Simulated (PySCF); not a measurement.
C3H8Si, charge +1, doublet, geometry from GFN2-xTB (a state made from the parent by changing its charge; the spin is typed, not shown lowest); M062X/3-21G (PySCF).

Input for PySCF:
```python
from pyscf import gto, scf, dft

mol = gto.M(
    atom='''
C     1.058338    0.477277    0.971104
C     0.965020   -0.698687    0.011919
Si   -0.842119   -0.379769   -0.772707
C    -0.318791    0.990116    0.581044
H     1.863183    1.167646    0.738062
H     1.135847    0.184821    2.013771
H     1.689762   -0.659652   -0.796696
H     0.945722   -1.665050    0.508312
H    -1.879580   -1.310922   -0.349899
H    -0.850387    0.079794   -2.155050
H    -0.299120    1.956646    0.084993
H    -1.043160    0.951249    1.390001
''',
    basis='3-21g',
    charge=1,
    spin=1,
    verbose=4,
)

mf = dft.UKS(mol)
mf.xc = 'm062x'
mf.kernel()
```

Question: Predict the main parts of the log of this PySCF run.

Answer: 
```
PySCF version 2.14.0

[INPUT] verbose = 4
[INPUT] num. atoms = 12
[INPUT] num. electrons = 39
[INPUT] charge = 1
[INPUT] spin (= nelec alpha-beta = 2S) = 1
[INPUT] symmetry False subgroup None
[INPUT] Mole.unit = angstrom
[INPUT] Symbol           X                Y                Z      unit          X                Y                Z       unit  Magmom
[INPUT]  1 C      1.058338000000   0.477277000000   0.971104000000 AA    1.999968967220   0.901922815554   1.835120598470 Bohr   0.0
[INPUT]  2 C      0.965020000000  -0.698687000000   0.011919000000 AA    1.823623504728  -1.320327076794   0.022523645679 Bohr   0.0
[INPUT]  3 Si    -0.842119000000  -0.379769000000  -0.772707000000 AA   -1.591374274293  -0.717659400600  -1.460204604534 Bohr   0.0
[INPUT]  4 C     -0.318791000000   0.990116000000   0.581044000000 AA   -0.602427680976   1.871048071550   1.098014026322 Bohr   0.0
[INPUT]  5 H      1.863183000000   1.167646000000   0.738062000000 AA    3.520905589946   2.206531150444   1.394735042949 Bohr   0.0
[INPUT]  6 H      1.135847000000   0.184821000000   2.013771000000 AA    2.146439749409   0.349261072068   3.805475667592 Bohr   0.0
[INPUT]  7 H      1.689762000000  -0.659652000000  -0.796696000000 AA    3.193187395697  -1.246561617522  -1.505537244536 Bohr   0.0
[INPUT]  8 H      0.945722000000  -1.665050000000   0.508312000000 AA    1.787155569976  -3.146488483707   0.960570465830 Bohr   0.0
[INPUT]  9 H     -1.879580000000  -1.310922000000  -0.349899000000 AA   -3.551891429210  -2.477283550667  -0.661213281259 Bohr   0.0
[INPUT] 10 H     -0.850387000000   0.079794000000  -2.155050000000 AA   -1.606998529891   0.150788806384  -4.072454284744 Bohr   0.0
[INPUT] 11 H     -0.299120000000   1.956646000000   0.084993000000 AA   -0.565254878380   3.697525062726   0.160613492505 Bohr   0.0
[INPUT] 12 H     -1.043160000000   0.951249000000   1.390001000000 AA   -1.971286704101   1.797600086266   2.626721202872 Bohr   0.0

nuclear repulsion = 165.251070297711
number of shells = 38
number of NR pGTOs = 96
number of NR cGTOs = 56
basis = 3-21g
ecp = {}

******** <class 'pyscf.dft.uks.UKS'> ********
method = UKS
initial guess = minao
damping factor = 0
level_shift factor = 0
DIIS = <class 'pyscf.scf.diis.CDIIS'>
diis_start_cycle = 1
diis_space = 8
diis_damp = 0
SCF conv_tol = 1e-09
SCF conv_tol_grad = None
SCF max_cycles = 50
direct_scf = True
direct_scf_tol = 1e-13
number electrons alpha = 20  beta = 19
XC library pyscf.dft.libxc version 7.1.2
    S. Lehtola, C. Steigemann, M. J. T. Oliveira, and M. A. L. Marques,  SoftwareX 7, 1–5 (2018)
XC functionals = m062x
    Y. Zhao and D. G. Truhlar,  Theor. Chem. Acc. 120, 215 (2008)
    Y. Zhao and D. G. Truhlar,  Theor. Chem. Acc. 120, 215 (2008)
radial grids:
    Treutler-Ahlrichs [JCP 102, 346 (1995); DOI:10.1063/1.469408] (M4) radial grids

becke partition: Becke, JCP 88, 2547 (1988); DOI:10.1063/1.454033
pruning grids: <function nwchem_prune>
grids dens level: 3
symmetrized grids: False
atomic radii adjust function: <function treutler_atomic_radii_adjust>
small_rho_cutoff = 0
Set gradient conv threshold to 3.16228e-05
tot grids = 140000
init E= -406.455867800364

cycle= 1 E= -405.949913550013  delta_E= 0.506  |g|= 0.175  |ddm|= 2.09
cycle= 2 E= -405.970516326625  delta_E= -0.0206  |g|= 0.0911  |ddm|= 0.42
cycle= 3 E= -405.975692895077  delta_E= -0.00518  |g|= 0.0213  |ddm|= 0.137
cycle= 4 E= -405.975945188049  delta_E= -0.000252  |g|= 0.00805  |ddm|= 0.0273
cycle= 5 E= -405.975988024357  delta_E= -4.28e-05  |g|= 0.00141  |ddm|= 0.00967
cycle= 6 E= -405.975993121031  delta_E= -5.1e-06  |g|= 0.000584  |ddm|= 0.00419
cycle= 7 E= -405.975994023563  delta_E= -9.03e-07  |g|= 0.00031  |ddm|= 0.002
cycle= 8 E= -405.975994180626  delta_E= -1.57e-07  |g|= 8.13e-05  |ddm|= 0.00074
cycle= 9 E= -405.97599419733  delta_E= -1.67e-08  |g|= 1.93e-05  |ddm|= 0.000279
cycle= 10 E= -405.975994198936  delta_E= -1.61e-09  |g|= 6.09e-06  |ddm|= 9.4e-05
cycle= 11 E= -405.975994199008  delta_E= -7.19e-11  |g|= 4.4e-06  |ddm|= 1.75e-05
Extra cycle  E= -405.975994199013  delta_E= -5.46e-12  |g|= 4.72e-06  |ddm|= 9.04e-06
converged SCF energy = -405.975994199013  <S^2> = 0.75244395  2S+1 = 2.0024425
```
